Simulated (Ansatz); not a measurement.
Geometry optimisation, Ansatz 0.2.0, RKS B3LYP-D4/def2-SVP.

Input file:

```yaml
crystal:
  periodic: [false, false, false]
  atoms:
    - { symbol: Al, position_ang: [0.0, 0.0, 0.0] }
    - { symbol: O, position_ang: [0.0, 0.0, 2.13] }
    - { symbol: Si, position_ang: [-1.3147, -0.4067, 3.0936] }
    - { symbol: H, position_ang: [-2.239, -1.2403, 2.3304] }
    - { symbol: H, position_ang: [-0.8506, -1.1432, 4.2657] }
    - { symbol: H, position_ang: [-1.9987, 0.8095, 3.5233] }
    - { symbol: Cl, position_ang: [1.9312, 0.0, -1.115] }
    - { symbol: Cl, position_ang: [-1.9312, 0.0, -1.115] }
    - { symbol: Cl, position_ang: [0.1134, 2.3983, 0.7978] }
    - { symbol: H, position_ang: [0.0597, 1.263, 1.9417] }
basis:
  gaussian: { orbitals: def2-SVP }
hamiltonian:
  xc: b3lyp
  dispersion: d4
relax:
  f_tol: 0.15
  max_steps: 25
  restrain:
    - { distance: [0, 8], at: 3.43, k: 30.0 }
    - { distance: [9, 1], at: 2.21, k: 30.0 }
    - { distance: [0, 1], at: 1.78, k: 30.0 }
    - { distance: [9, 8], at: 1.37, k: 30.0 }
```

Command:

```bash
$ ansatz run input.yaml --threads 4 --pin off --max-ram 5120MiB --backend cpu --events-out ev --progress --plain --runs-dir out
```

**Question.** Where does it end, and by what steps?

**Answer.** It converged. The restraints hold the end off the free minimum; the threshold counts their pulls, which the force column leaves out. Restrained pairs: Al1–Cl9 (2.53 → 3.42 Å), O2–H10 (1.28 → 2.21 Å), Al1–O2 (2.13 → 1.75 Å), Cl9–H10 (1.61 → 1.34 Å). After 5 steps the energy has fallen by 0.981 eV (the restraints' own energy left out); Cl9 moved furthest, 0.70 Å.

```
step  energy less start (eV)  largest force component (eV/Å)  accepted
   0                  0.0000                           2.773       yes
   1                  0.2281                           2.807       yes
   2                 -0.0572                           2.139       yes
   3                 -0.5531                           1.348       yes
   4                 -0.8517                           1.646       yes
   5                 -0.9809                           1.149       yes
```

```xyz
10
Properties=species:S:1:pos:R:3
Al -0.068 -0.217 0.024
O -0.229 -0.217 1.763
Si -1.328 -0.522 2.981
H -2.447 -1.368 2.466
H -0.625 -1.226 4.099
H -1.879 0.787 3.441
Cl 1.821 -0.309 -0.837
Cl -1.809 -0.213 -1.112
Cl 0.159 3.018 1.114
H 0.175 1.948 1.914
```

The run took 21 s on 4 threads of Arm Neoverse V1, with other jobs on the host, peak memory 0.34 GiB.
